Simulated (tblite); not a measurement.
Compound: C₆H₁₂FGeN.
SMILES with atom numbers: `[F:1][Ge@@H:2]1[CH2:3][C:4]2([CH2:5][CH2:6][NH:7]1)[CH2:8][CH2:9]2` (hydrogens: H10 on Ge2; H11, H12 on C3; H13, H14 on C5; H15, H16 on C6; H17 on N7; H18, H19 on C8; H20, H21 on C9)

Computed with GFN2-xTB (tblite), gas phase: L-BFGS steps from a force-field or distance-geometry start until the largest atomic force falls under 0.01 eV/Å.

Step 8: E = -777.6607 eV
```
atom  x, y, z in Å  |  force x, y, z in eV/Å
F1      2.1697   -1.3137   -1.6080    0.057  -0.159  -0.073
Ge2     1.9645   -0.9493    0.1244   -0.011   0.019   0.091
C3      0.1021   -1.3358    0.6195   -0.026  -0.010   0.009
C4     -0.8102   -0.2089    0.1882   -0.061   0.037   0.016
C5     -0.3224    1.1900    0.5170   -0.048  -0.026  -0.016
C6      0.9556    1.5864   -0.2257   -0.049  -0.077  -0.013
N7      2.1202    0.8510    0.2767   -0.085  -0.020  -0.030
C8     -2.2880   -0.4843    0.2735    0.007   0.013  -0.134
C9     -1.6080   -0.3951   -1.0693   -0.076  -0.039   0.045
H10     3.0633   -1.7192    0.8114    0.149   0.061  -0.096
H11     0.0753   -1.4606    1.7039   -0.077   0.047   0.031
H12    -0.2347   -2.2674    0.1728   -0.023  -0.121   0.002
H13    -1.1034    1.8914    0.2209   -0.017   0.090   0.087
H14    -0.1543    1.2845    1.5943    0.031  -0.040  -0.057
H15     1.1374    2.6507   -0.0673    0.016   0.096   0.010
H16     0.7999    1.4222   -1.3022   -0.001   0.034   0.020
H17     2.9675    1.2577   -0.0961    0.054   0.029   0.054
H18    -2.6086   -1.4553    0.6285    0.069   0.035  -0.075
H19    -2.9592    0.3084    0.5785    0.108   0.008  -0.095
H20    -1.8069    0.4646   -1.6956    0.000   0.003   0.116
H21    -1.4688   -1.3004   -1.6462   -0.016   0.022   0.110
```

Step 9: E = -777.6672 eV
```
atom  x, y, z in Å  |  force x, y, z in eV/Å
F1      2.1738   -1.3224   -1.6048    0.054  -0.157  -0.091
Ge2     1.9698   -0.9511    0.1247   -0.155   0.026   0.120
C3      0.0982   -1.3391    0.6224    0.029   0.047  -0.023
C4     -0.8132   -0.2099    0.1871   -0.003   0.065   0.023
C5     -0.3247    1.1907    0.5170   -0.014  -0.053  -0.022
C6      0.9543    1.5868   -0.2281   -0.058  -0.102   0.007
N7      2.1200    0.8506    0.2738   -0.119  -0.030  -0.044
C8     -2.2907   -0.4840    0.2707    0.027   0.020  -0.097
C9     -1.6128   -0.3956   -1.0706    0.020  -0.030   0.041
H10     3.0758   -1.7151    0.8033    0.153   0.051  -0.075
H11     0.0693   -1.4565    1.7094   -0.070   0.020  -0.045
H12    -0.2391   -2.2707    0.1714    0.005  -0.072   0.058
H13    -1.1061    1.8957    0.2228    0.032   0.035   0.120
H14    -0.1492    1.2798    1.5951   -0.002  -0.025  -0.107
H15     1.1383    2.6498   -0.0647    0.007   0.105  -0.008
H16     0.7953    1.4250   -1.3056    0.020   0.038   0.059
H17     2.9696    1.2610   -0.0900    0.034   0.025   0.045
H18    -2.6072   -1.4537    0.6282    0.031  -0.006  -0.064
H19    -2.9579    0.3098    0.5768    0.067   0.027  -0.083
H20    -1.8057    0.4670   -1.6945   -0.016  -0.014   0.098
H21    -1.4665   -1.3011   -1.6451   -0.043   0.029   0.089
```

Problem. Estimate the geometry and energy of step 10. (The exact step hangs on the optimiser's Hessian estimate; all steps are aligned on step 9, rigid shifts and turns removed.)

Solution. E = -777.6739 eV, largest force 0.237 eV/Å
```
atom  x, y, z in Å  |  force x, y, z in eV/Å
F1      2.1793   -1.3352   -1.6028    0.040  -0.142  -0.063
Ge2     1.9729   -0.9527    0.1276   -0.221   0.007   0.086
C3      0.0937   -1.3419    0.6250    0.051   0.074  -0.040
C4     -0.8163   -0.2102    0.1864    0.036   0.052  -0.002
C5     -0.3275    1.1905    0.5164    0.028  -0.046  -0.019
C6      0.9519    1.5866   -0.2303   -0.042  -0.053   0.021
N7      2.1181    0.8495    0.2691   -0.107  -0.031  -0.048
C8     -2.2937   -0.4836    0.2663    0.055   0.021  -0.022
C9     -1.6174   -0.3962   -1.0716    0.123  -0.003   0.040
H10     3.0927   -1.7094    0.7925    0.130   0.055  -0.056
H11     0.0614   -1.4516    1.7142   -0.058  -0.008  -0.105
H12    -0.2439   -2.2749    0.1714    0.038  -0.003   0.111
H13    -1.1083    1.9006    0.2272    0.064  -0.015   0.136
H14    -0.1436    1.2739    1.5940   -0.028  -0.010  -0.113
H15     1.1393    2.6498   -0.0620   -0.017   0.064  -0.027
H16     0.7904    1.4289   -1.3084    0.033   0.036   0.071
H17     2.9718    1.2651   -0.0818   -0.021   0.003   0.046
H18    -2.6053   -1.4517    0.6268   -0.015  -0.059  -0.046
H19    -2.9552    0.3116    0.5736    0.004   0.062  -0.063
H20    -1.8045    0.4690   -1.6917   -0.034  -0.006   0.053
H21    -1.4647   -1.3011   -1.6425   -0.058   0.000   0.039
```

The energy changes by -0.0067 eV. The first-order estimate −F·Δx gives -0.0092 eV and the mean of the old and new forces, exact on a quadratic surface, -0.0067 eV. The step makes an angle of 60° with the force vector and moves no atom by more than 0.021 Å.

What follows is the cost of the whole relaxation. The run took 0.83 s on one thread, Arm Neoverse N1 (aarch64), shared host with 64 logical CPUs at a one-minute load of 62.
